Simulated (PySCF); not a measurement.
Compound: B(OH)3.
Bonds: B1–O2, B1–O4, B1–O6. Hydrogens: H3 on O2; H5 on O4; H7 on O6.

Computed, not measured: PBE0-D3(BJ)/def2-SVP geometry optimisation, gas phase in PySCF.

Problem. What internal coordinates does the optimisation give?

Solution. 
```json
{"bond": "B1–O2, B1–O6", "length (Å)": "1.362"}
{"bond": "B1–O4", "length (Å)": "1.374"}
{"bond": "O2–H3, O4–H5, O6–H7", "length (Å)": "0.960"}
```

Bonds in one row agree within 0.01 Å and their mean is given. A selection of angles:
```json
{"angle": "O2–B1–O4", "degrees": "118.3"}
{"angle": "O4–B1–O6", "degrees": "124.9"}
{"angle": "B1–O2–H3", "degrees": "110.9"}
{"angle": "B1–O4–H5", "degrees": "115.4"}
```

Torsions: H3–O2–B1–O4 0° (synperiplanar); H5–O4–B1–O2 180° (antiperiplanar); H7–O6–B1–O2 179° (antiperiplanar).

Of the pairs four or more bonds apart, H5···H7 is among the closest relative to their van der Waals radii: 2.35 Å, 98 % of the sum of Bondi's values. The 4 heavy atoms lie in one plane (0.000 Å rms). B1 (boron bonded to 3 O) is planar (angles 124.9°, 118.3° and 116.8°, sum 360.0°, 0.00 Å off the plane of its three neighbours).

Point group: Cs (every atom within 0.08 Å of its image). PBE0-D3(BJ)/def2-SVP frequencies: not computed here. One conformer, not necessarily the lowest (O4–B1–O2–H 0°, O2–B1–O4–H 180°, O2–B1–O6–H 179°).
